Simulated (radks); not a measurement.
Problem. The mean radii <r> (bohr) of the occupied orbitals of an atom or ion are listed with their occupations. Method: Dirac Kohn-Sham, exchange-only PBE, spin-unpolarised, spherical densities, finite nucleus; Fermi nuclear charge, rms radius of each element as measured or else 0.836 A^(1/3) + 0.57 fm; computed with a radial shooting solver on a logarithmic mesh with Libxc functionals.

| orbital | occ. | <r> |
|---|---|---|
| 1s1/2 | 2 | 0.09686 |
| 2s1/2 | 2 | 0.4774 |
| 2p1/2 | 2 | 0.4383 |
| 2p3/2 | 4 | 0.4406 |
| 3s1/2 | 2 | 1.470 |

Name the element and its charge. Open shells, if any, fill j = l - 1/2 first.

Solution. Z = 16, sulfur, charge +4: S4+ in [Ne] 3s2. The 1s radius gives Z: for a bare nucleus <r> = (2 gamma + 1)/(2Z) with gamma = sqrt(1 - (Z/c)^2), 0.09332 bohr for Z = 16, and screening makes it slightly larger (0.09686 here). The occupations add up to 12, and the charge is Z minus that.
